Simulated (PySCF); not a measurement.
# Electron correlation in Cr²⁺ (chromium, charge +2)

[Ar] 3d3 4p1, one real determinant (an excited configuration). All numbers are calculated (PySCF 2.14, the spin-free X2C one-electron Hamiltonian (Gaussian nucleus), in x2c-TZVPPall with one added diffuse shell each of s, p, d, f type (7s6p5d3f1g, 80 functions)). Frozen: [Ne]; 12 electrons correlated.

MP2 pair energies summed by pair of shells (mhartree):

```csv
pair,energy,share (%)
3p-3d,-103.36,35.0
3p-3p,-102.34,34.7
3s-3p,-32.77,11.1
3s-3d,-16.50,5.6
3d-3d,-16.01,5.4
3p-4p,-10.84,3.7
3d-4p,-6.83,2.3
3s-3s,-5.72,1.9
3s-4p,-0.75,0.3
```

Total MP2 correlation energy: -295.11 mhartree.

Same-spin part -90.35 and opposite-spin part -204.76 mhartree; SCS-MP2 scales them by 1/3 and 6/5 to -275.83 mhartree.

The reference is one real determinant that mixes LS terms of this configuration.

This basis was not built for core-valence correlation, so the inner-shell part is incomplete.
